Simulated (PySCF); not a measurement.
**pentachloroethane, C2HCl5**

Geometry:
| atom | x (Å) | y (Å) | z (Å) |
| --- | --- | --- | --- |
| Cl1 | 1.050 | -1.779 | 0.744 |
| C2 | 0.800 | -0.226 | -0.055 |
| Cl3 | 1.891 | 1.000 | 0.595 |
| C4 | -0.676 | 0.226 | 0.051 |
| Cl5 | -1.148 | 0.458 | 1.732 |
| Cl6 | -0.861 | 1.742 | -0.854 |
| Cl7 | -1.694 | -1.015 | -0.708 |
| H8 | 1.028 | -0.352 | -1.122 |

Computed, not measured: quadratic response CAM-B3LYP/def2-TZVPD first hyperpolarisability, Taylor convention, gas phase in PySCF. Geometry: PBE0-D3(BJ)/def2-SVP.

(1) What is the first hyperpolarisability, and how does it disperse?

(2) Which lowest excitations, dipole and polarisabilities go with it?

## Answers

(1) In au, Taylor convention; the vector part is βᵢ = ⅓ Σⱼ (βᵢⱼⱼ + βⱼᵢⱼ + βⱼⱼᵢ); β∥ is 3/5 of the vector part along the dipole, the dipole points from − to +:
```tsv
process	λ (nm)	β vector norm	β∥	β HRS	depolarisation ratio
static β(0;0,0)	∞	27.8	-16.6	10.9	6.07
second harmonic β(−2ω;ω,ω)	1907	28.8	-17.2	11.3	6.11
Pockels β(−ω;ω,0)	1907	28.1	-16.8	–	–
second harmonic β(−2ω;ω,ω)	1064	31.4	-18.7	12.3	6.22
Pockels β(−ω;ω,0)	1064	28.9	-17.2	–	–
```

(2) S1 6.38 eV (f = 0.000); S2 6.65 eV (f = 0.006); S3 6.79 eV (f = 0.007); dipole 0.89 D; isotropic α 93.6 au static, 93.8 au at 1907 nm, 94.3 au at 1064 nm, 94.5 au at 953.5 nm, 96.5 au at 532 nm.
